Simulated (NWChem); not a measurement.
# C₂H₄ClFSi; SMILES C=C[SiH](F)Cl

```xyz
9

Si     0.3454    -0.0097     0.3267
F      1.8413    -0.3084    -0.2200
Cl    -0.7650    -1.6959    -0.0699
C     -0.3764     1.4517    -0.5396
C     -0.7164     2.5570     0.1344
H      0.4217     0.2011     1.7922
H     -0.5384     1.4145    -1.6241
H     -0.5778     2.6410     1.2189
H     -1.1509     3.4319    -0.3615
```
Atoms are numbered in this order, from 1.

Computed with NWChem. Pople sets run with spherical d functions. Medium grid unless said otherwise, to which SCAN and Minnesota functionals are sensitive. The geometry was optimised at PBE0/def2-SVP. Total energies of different functionals are on different scales.

```json
[
 {"level": "B3LYP/6-31G*", "energy (Ha)": "-928.2359", "highest occupied level (eV)": "-8.14", "orbital gap (eV)": "7.12", "dipole (D)": "2.72"},
 {"level": "PBE/6-31G*", "energy (Ha)": "-927.6540", "highest occupied level (eV)": "-7.22", "orbital gap (eV)": "5.38", "dipole (D)": "2.61"},
 {"level": "LC-BLYP (range parameter 0.33 per bohr)/6-31G*", "energy (Ha)": "-927.3805", "highest occupied level (eV)": "-10.75", "orbital gap (eV)": "12.07", "dipole (D)": "2.75"},
 {"level": "MN15/6-31G*", "energy (Ha)": "-927.7622", "highest occupied level (eV)": "-9.13", "orbital gap (eV)": "8.90", "dipole (D)": "2.75"},
 {"level": "BHandHLYP/6-31G*", "energy (Ha)": "-928.1218", "highest occupied level (eV)": "-9.43", "orbital gap (eV)": "9.73", "dipole (D)": "2.89"},
 {"level": "CAM-B3LYP/6-31G*", "energy (Ha)": "-928.1485", "highest occupied level (eV)": "-9.74", "orbital gap (eV)": "10.13", "dipole (D)": "2.78"},
 {"level": "revPBE/6-31G*", "energy (Ha)": "-927.9928", "highest occupied level (eV)": "-7.17", "orbital gap (eV)": "5.41", "dipole (D)": "2.59"},
 {"level": "LC-wPBE (HJS exchange hole, range parameter 0.4 per bohr)/6-31G*", "energy (Ha)": "-927.8129", "highest occupied level (eV)": "-11.28", "orbital gap (eV)": "12.74", "dipole (D)": "2.83"},
 {"level": "OLYP/6-31G*", "energy (Ha)": "-928.1553", "highest occupied level (eV)": "-7.06", "orbital gap (eV)": "5.43", "dipole (D)": "2.61"},
 {"level": "TPSSh/6-31G*", "energy (Ha)": "-928.2385", "highest occupied level (eV)": "-7.75", "orbital gap (eV)": "6.45", "dipole (D)": "2.70"},
 {"level": "B97-2/6-31G*", "energy (Ha)": "-928.1936", "highest occupied level (eV)": "-8.20", "orbital gap (eV)": "7.27", "dipole (D)": "2.78"}
]
```
